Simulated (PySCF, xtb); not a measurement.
tetramethylammonium (C4H12N), SMILES C[N+](C)(C)C, charge +1.

Coordinates come from a B3LYP-D3(BJ)/def2-SVP optimisation.

Method: C-PCM-B3LYP/def2-SVP run with PySCF 2.14.0.

The values are the electrostatic part of the solvation free energy, E(continuum) − E(gas) at the gas-phase geometry, in a cavity of scaled van der Waals radii (PySCF's table); cavitation and dispersion terms are not included. In vacuum the orbital gap is 11.86 eV.

Task: Estimate the values in water (ε = 78.36), N,N-dimethylformamide (ε = 37.22), dimethylsulfoxide (ε = 46.83). (The exact figures need the calculation; the answer reports its results.)

Result: 
```
solvent                    ε  ΔG(elec) (kcal/mol)  gap (eV)
---------------------  -----  -------------------  --------
water                  78.36                -56.8     11.84
N,N-dimethylformamide  37.22                -56.0     11.84
dimethylsulfoxide      46.83                -56.3     11.84
```

For comparison, GFN2-xTB/ALPB(water) (xtb, at the GFN2-xTB geometry, all terms of that model) gives -55.9 kcal/mol.
